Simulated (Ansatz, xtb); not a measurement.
**C3H6BF2N: which of two isomers lies lower**

Structure a is `[H]/N=C/CCB(F)F`, a singlet and structure b is `[H]/N=C(\C)CB(F)F`, a singlet. Both are isolated molecules in the gas phase, relaxed with PBE0-D3(BJ)/def2-SVP; the shapes shown needn't be the lowest conformers.

a (Å):

```xyz
13

C    -0.2678   -0.5187    1.0373
C    -0.3903    0.4249   -0.1174
C     0.8259    0.3792   -1.0415
B     0.8037    1.3899   -2.2322
F    -0.1152    2.3333   -2.3431
F     1.7231    1.3545   -3.1810
N    -1.1060   -1.4472    1.2390
H    -0.8495   -1.9857    2.0719
H     0.6159   -0.3489    1.6891
H    -1.3130    0.1734   -0.6615
H    -0.5142    1.4494    0.2764
H     1.7593    0.5768   -0.4792
H     0.9678   -0.6348   -1.4560
```

b (Å):

```xyz
13

C    -0.0859   -1.1033    0.3373
C    -0.2165    0.3928    0.2422
C     0.8517    1.1005   -0.5469
B     0.7233    0.9491   -2.0993
F     1.4793    1.6585   -2.9167
F    -0.1213    0.1053   -2.6672
N    -1.1505    1.0884    0.7515
H    -0.0550   -1.5499   -0.6691
H    -0.9234   -1.5466    0.8941
H     0.8560   -1.3770    0.8406
H    -1.8176    0.4810    1.2380
H     1.8603    0.7400   -0.2716
H     0.8256    2.1753   -0.3072
```

Quicker runs give these differences E(b) − E(a): GFN2-xTB −0.380 eV; HF/STO-3G −0.276 eV (at GFN2-xTB geometries); r2SCAN-D4/def2-SVP −0.310 eV (at GFN2-xTB geometries).

Problem. Estimate E(b) − E(a) at the level CCSD(T)/def2-SVP + ΔMP2/def2-TZVPP.

Solution. Calculated at CCSD(T)/def2-SVP + ΔMP2/def2-TZVPP: E(b) − E(a) = −0.252 eV, so structure b lies lower.

Level by level:

```json
{"level": "GFN2-xTB", "geometry": "GFN2-xTB", "E(b) − E(a) (eV)": "−0.380", "departure from the last row (eV)": "−0.128", "job, with rough time for the two": "optimisation, 0.78 s"}
{"level": "HF/STO-3G", "geometry": "GFN2-xTB", "E(b) − E(a) (eV)": "−0.276", "departure from the last row (eV)": "−0.024", "job, with rough time for the two": "single point, 0.7 s"}
{"level": "r2SCAN-D4/def2-SVP", "geometry": "GFN2-xTB", "E(b) − E(a) (eV)": "−0.310", "departure from the last row (eV)": "−0.058", "job, with rough time for the two": "single point, 4.1 s"}
{"level": "PBE0-D3(BJ)/def2-SVP", "geometry": "PBE0-D3(BJ)/def2-SVP", "E(b) − E(a) (eV)": "−0.288", "departure from the last row (eV)": "−0.036", "job, with rough time for the two": "optimisation, 3.6 min"}
{"level": "HF/def2-SVP", "geometry": "PBE0-D3(BJ)/def2-SVP", "E(b) − E(a) (eV)": "−0.222", "departure from the last row (eV)": "+0.030", "job, with rough time for the two": "part of the CCSD(T) run"}
{"level": "MP2/def2-SVP", "geometry": "PBE0-D3(BJ)/def2-SVP", "E(b) − E(a) (eV)": "−0.262", "departure from the last row (eV)": "−0.010", "job, with rough time for the two": "part of the CCSD(T) run"}
{"level": "CCSD(T)/def2-SVP", "geometry": "PBE0-D3(BJ)/def2-SVP", "E(b) − E(a) (eV)": "−0.242", "departure from the last row (eV)": "+0.010", "job, with rough time for the two": "single point"}
{"level": "CCSD(T)/def2-SVP + ΔMP2/def2-TZVPP", "geometry": "PBE0-D3(BJ)/def2-SVP", "E(b) − E(a) (eV)": "−0.252", "departure from the last row (eV)": "", "job, with rough time for the two": "single point, 1.9 min"}
```

As drawn, both hold the same kinds of bond in the same numbers. Structure a has 0 methyl groups, b 1.

None of the levels shown reverses the order. The largest departure from CCSD(T)/def2-SVP + ΔMP2/def2-TZVPP is that of GFN2-xTB, 0.128 eV. The last row adds to CCSD(T) the change of the MP2 difference between the two basis sets, here −0.010 eV.

With thermal terms from frequencies at re-optimised GFN2-xTB minima (ideal gas, soft modes damped towards free rotors, one conformer each, 298.15 K, 1 atm): the zero-point term adds −0.001 eV; ΔH is −0.251 and ΔG −0.245 eV.

The correlated steps freeze 7 core orbitals. Run with Ansatz 0.2.0, xtb 6.7.1; the last row on 2 threads of Intel(R) Xeon(R) Processor @ 2.70GHz on a shared host.
